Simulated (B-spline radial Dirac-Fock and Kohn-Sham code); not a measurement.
f′ and f″ of Lu, 529.6 eV to 3.688 keV

Method: the dispersion relation over Dirac-Hartree-Slater subshell photoionisation cross sections, with the Kissel-Pratt high-energy constant (isolated atom, no bound-bound lines or fine structure). Computed with an atomic code on a B-spline grid. The forward scattering factor is f₀ + f′ + i f″.

Edges near this range: M1 2491.0 eV, M2 2264.0 eV, M3 2024.0 eV, M4 1639.0 eV, M5 1589.0 eV, N1 506.8 eV, N2 412.4 eV.

```tsv
hν (eV)	λ (Å)	f′ (e)	f″ (e)	tabulated f′	tabulated f″
529.6	23.41	-34.154	20.620	–	15.84
609.9	20.33	-31.608	19.178	–	15.60
1000	12.40	-27.627	13.193	-27.81	12.58
1134	10.93	-28.068	11.739	-28.28	10.75
1253.6	9.890	-29.199	10.640	-29.56	9.53
1480	8.377	-35.162	8.953	-35.56	7.93
1486.9	8.338	-35.527	8.908	-35.98	7.89
2000	6.199	-23.456	28.401	-24.43	28.16
2375	5.220	-13.875	27.683	-14.10	26.87
2641	4.695	-10.087	25.162	-10.09	24.50
2984.4	4.154	-7.149	21.344	-7.18	21.02
3688	3.362	?	?	?	?
```

Problem. What are f′ and f″ at 3688 eV?

Solution. f′ = -4.727 and f″ = 15.849 electrons (tables: -4.73 and 15.27). By the optical theorem f″ corresponds to a photoabsorption cross section 2 rₑ λ f″ = 300000 b.

Tabulated f′: xraylib 4.2 anomalous scattering factors (Cullen et al., EPDL97); f″: Chantler's tables (J. Phys. Chem. Ref. Data 1995 and 2000). Both are theoretical tables.
